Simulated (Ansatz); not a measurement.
`[SH][Sn][SH]`. Charge 0, multiplicity 1. Sn: def2 effective core potential. The structure was optimised at the PBE0-D4/def2-TZVP level. It is one conformer, not always the lowest.

```xyz
5

S     0.368    1.748   -0.568
Sn   -1.055   -0.075   -1.340
S    -0.542   -1.761    0.346
H     0.895    1.129    0.499
H     0.335   -1.041    1.063
```

(1) What is the dipole moment at ωB97M-V/def2-TZVPP? (Estimate.)

(2) And with PBE, r2SCAN, B3LYP? (Estimate.)

(3) Give the Mulliken charges with ωB97M-V, PBE, r2SCAN in def2-TZVPP. (Best estimate.)

## Answers

(1) Ansatz gave: 0.82 D, with components (-0.51, -0.04, -0.64) D in this frame, pointing from negative to positive charge.

(2) Ansatz gave: PBE 0.60 D, r2SCAN 0.56 D, B3LYP 0.78 D.

(3) Computed: 
```tsv
atom	ωB97M-V	PBE	r2SCAN
S1	-0.37	-0.37	-0.39
Sn2	0.51	0.51	0.56
S3	-0.37	-0.37	-0.39
H4	0.12	0.11	0.11
H5	0.12	0.11	0.11
```

B3LYP here is the variant with VWN-RPA as its local correlation; programs differ in this.
